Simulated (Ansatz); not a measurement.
C3H7FSn can be A, `F[CH]1C[CH2][SnH2]1`, or B, `[CH3][SnH2]/[CH]=C\F`.

Program: Ansatz. Geometries: PBE0-D4/def2-TZVP. ΔE: electronic, gas phase. CCSD(T)/CBS adds triple-zeta CCSD(T) − MP2 to the extrapolated MP2 energy (def2 sets, frozen cores). Functionals use def2-TZVPP. B3LYP here is the variant with VWN-RPA as its local correlation; programs differ in this. def2 core potentials past Kr. For Sn outer-core shells are correlated without core-valence functions, which leaves a few kJ/mol of doubt a bond. Each species was taken in one conformer, which may not be the lowest.

**Question.** Which is lower in electronic energy at CCSD(T)/CBS, and by how much? (Estimate.)

**Answer.** The calculation gave: B, by 7.5 kcal/mol.

**Question.** Give E(B) − E(A) in kcal/mol with B3LYP-D4, MP2/def2-TZVPP, r2SCAN-D4, CCSD/def2-TZVPP, PBE0-D4, PBE-D4, B3LYP. (An estimate is asked.)

**Answer.** Computed: B3LYP-D4 -9.9, MP2/def2-TZVPP -7.3, r2SCAN-D4 -7.4, CCSD/def2-TZVPP -9.0, PBE0-D4 -5.0, PBE-D4 -5.6, B3LYP -10.6. None reverses the order clearly.

Largest T1 diagnostic: 0.012.

In def2-TZVPP, CCSD(T) changes the Hartree–Fock value by +6.2 kcal/mol (the triples alone add +0.3 kcal/mol) and MP2 by +7.5 kcal/mol.
